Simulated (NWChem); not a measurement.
The numbers come from NWChem runs, not from measurements. System: H$_{4}$N$_{2}$Pb, charge 0, spin multiplicity 1, at a geometry optimised with PBE0/def2-SVP with def2 effective core potentials on Pb. The structure started from a generated list of species. Level: MP2/def2-TZVP with def2 effective core potentials on Pb, 6 core orbitals frozen.

Job file:

```
start mol
memory heap 200 mb stack 800 mb global 1000 mb
geometry units angstroms nocenter noautoz
  Pb     0.000000     0.000000    -0.280684
  N     -1.552165    -0.010432     1.193816
  H     -2.516947    -0.226995     0.962616
  H     -1.391307    -0.139790     2.188726
  N      1.552165     0.010432     1.193816
  H      1.391307     0.139790     2.188726
  H      2.516947     0.226995     0.962616
  symmetry group C2
end
basis spherical
  * library def2-tzvp
end
ecp
  Pb library def2-ecp
end
scf
  rhf
  nopen 0
  maxiter 100
  thresh 1e-7
  semidirect memsize 60000000 filesize 0
end
mp2
  freeze core 6
end
task mp2 energy
```

Part of the output:

```
             Northwest Computational Chemistry Package (NWChem) 7.3.0
             --------------------------------------------------------

                                NWChem Input Module
                                -------------------

 Scaling coordinates for geometry "geometry" by  1.889725989
 (inverse scale =  0.529177249)

 Turning off AUTOSYM since
 SYMMETRY directive was detected!

                             Geometry "geometry" -> ""
                             -------------------------

 Output coordinates in angstroms (scale by  1.889725989 to convert to a.u.)

  No.       Tag          Charge          X              Y              Z
 ---- ---------------- ---------- -------------- -------------- --------------
    1 Pb                  82.0000     0.00000000     0.00000000    -0.28068400
    2 N                    7.0000    -1.55216500    -0.01043200     1.19381600
    3 H                    1.0000    -2.51694700    -0.22699500     0.96261600
    4 H                    1.0000    -1.39130700    -0.13979000     2.18872600
    5 N                    7.0000     1.55216500     0.01043200     1.19381600
    6 H                    1.0000     1.39130700     0.13979000     2.18872600
    7 H                    1.0000     2.51694700     0.22699500     0.96261600

 Effective nuclear repulsion energy (a.u.)     373.4735027796

            Nuclear Dipole moment (a.u.)
            ----------------------------
        X                 Y               Z
 ---------------- ---------------- ----------------
     0.0000000000     0.0000000000     0.0000377945

      Symmetry information
      --------------------

 Group name             C2
 Group number              4
 Group order               2
 No. of unique centers     4

      Symmetry unique atoms

     1    2    3    4


 Summary of "ao basis" -> "" (spherical)
 ------------------------------------------------------------------------------
       Tag                 Description            Shells   Functions and Types
 ---------------- ------------------------------  ------  ---------------------
 *                         def2-tzvp                  on all atoms
[...]
     1   1 0 0     -0.000000      0.000000      0.000000
     1   0 1 0      0.000000      0.000000      0.000000
     1   0 0 1     -0.456002      0.000000     31.824989

     2   2 0 0    -29.539581      0.000000    179.519336
     2   1 1 0      1.761770      0.000000      6.279149
     2   1 0 1     -0.000000      0.000000      0.000000
     2   0 2 0    -30.693838      0.000000      0.513017
     2   0 1 1      0.000000      0.000000     -0.000000
     2   0 0 2    -29.676255      0.000000    118.274694

                   NWChem MP2 Semi-direct Energy/Gradient Module
                   ---------------------------------------------

  Basis functions       =    136
  Molecular orbitals    =    136
  Frozen core           =      6
  Frozen virtuals       =      0
  Active alpha occupied =     14
  Active beta occupied  =     14
  Active alpha virtual  =    116
  Active beta virtual   =    116
  Use MO symmetry       = T
  Use skeleton AO sym   = T

  AO/Fock/Back tols     =   1.0D-09  1.0D-09  1.0D-09

 GA uses MA = F    GA memory limited = T

 Available:
  local mem=  1.15D+08
 global mem=  1.31D+08
 local disk=  0.00D+00
  mp2_memr nvloc                   116
  nvloc new                   116
   1 passes of  14:        5242880                     118899                  50068420.
   1 passes of  14: M    114669467           G      131035008           F     109426587.

 Semi-direct pass number   1 of   1  for RHF alpha+beta  at        6.8s
  vrange nnbf                  9062
  mp2_eaftype                   190  avail_ma_in_mb                   999
 EAF : mp2_eaftype filesize         190   25034210.
  mp2_eaf for mointskh                    190
Node 0 wrote    117.7 Mb in      0.1 s     Agg I/O rate:  2261.3 Mb/s
 Done moints_semi at       16.2s
  mp2_eaftype                   190  avail_ma_in_mb                   809
 EAF : mp2_eaftype filesize         190   25034210.
  mp2_eaf for kh                   190
 Done maket at       16.7s
 Done multipass loop at       16.7s

          -------------------------------------------
          SCF energy                -303.110286197824
          Correlation energy          -0.832286031959
          Singlet pairs               -0.460305863830
          Triplet pairs               -0.371980168129
          Total MP2 energy          -303.942572229783
          -------------------------------------------

          ---------------------------------------------------
                    Spin Component Scaled (SCS) MP2
          Same spin pairs                     -0.247986778753
          Same spin scaling factor             0.333333333333
          Opposite spin pairs                 -0.584299253206
          Opposite spin scaling fact.          1.200000000000
          SCS-MP2 correlation energy          -0.783821363432
          Total SCS-MP2 energy              -303.894107561256
          ---------------------------------------------------

 -----------------------
 Performance information
 -----------------------

 Timer overhead =  1.89D-07 seconds/call

               Nr. of calls         CPU time (s)                 Wall time (s)                GFlops
             ---------------    -------------------     ------------------------------   -------------------
Name         Min   Avg   Max    Min     Avg     Max     Min     Avg     Max   Mx/calls   Min     Max     Sum
mp2: moin     1     1     1    9.4     9.4     9.4      9.4     9.4     9.4     9.4      0.0     0.0     0.0
mp2: make     1     1     1   0.46    0.46    0.46     0.46    0.46    0.46    0.46      0.0     0.0     0.0
mp2: tota     1     1     1    10.     10.     10.      10.     10.     10.     10.      0.0     0.0     0.0

 The average no. of pstat calls per process was 3.00D+00
 with a timing overhead of 5.68D-07s

 Task  times  cpu:       16.7s     wall:       16.7s

 Total times  cpu:       16.7s     wall:       16.7s
```
